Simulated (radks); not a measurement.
Fractional charge and spin in the 3s shell of phosphorus: the spin-up occupation runs from 0 to 1 and the spin-down occupation from 0 to 1; the fullest corner is P, [Ne] 3p(up 1.5, down 1.5) 3s(up 1, down 1). Method: scalar-relativistic Kohn-Sham, LDA (Slater exchange, Perdew-Wang correlation), spin-polarised, spherical densities, point nucleus; computed with a radial shooting solver on a logarithmic mesh with Libxc functionals. Energy (eV) minus the two flat planes that join the four corners (they meet along the diagonal where the two added fractions sum to one electron); zero is where a piecewise linear energy would lie.

\begin{tabular}{lrrrrr}
down \ up & 0 & 0.25 & 0.5 & 0.75 & 1 \\ \hline
0 & 0.000 & -1.010 & -1.339 & -0.998 & 0.000 \\
0.25 & -1.010 & -1.258 & -0.843 & 0.224 & -0.887 \\
0.5 & -1.339 & -0.843 & 0.298 & -0.744 & -1.171 \\
0.75 & -0.998 & 0.224 & -0.744 & -1.102 & -0.869 \\
1 & 0.000 & -0.887 & -1.171 & -0.869 & 0.000 \\
\end{tabular}

Corners above the fullest one (they belong to P+ and the next ion): (up 1, down 0) 18.591 eV, (up 0, down 1) 18.591 eV, (up 0, down 0) 48.438 eV. With half an added electron in each spin the energy lies 0.298 eV from the planes, and with half an added electron in spin up alone -1.339 eV. The planes are only a guide here: the flat-plane condition holds for ground states with one frontier orbital, while this shell lies below other occupied shells, so the corners above the fullest one are inner-hole states and not the ground states of those ions.
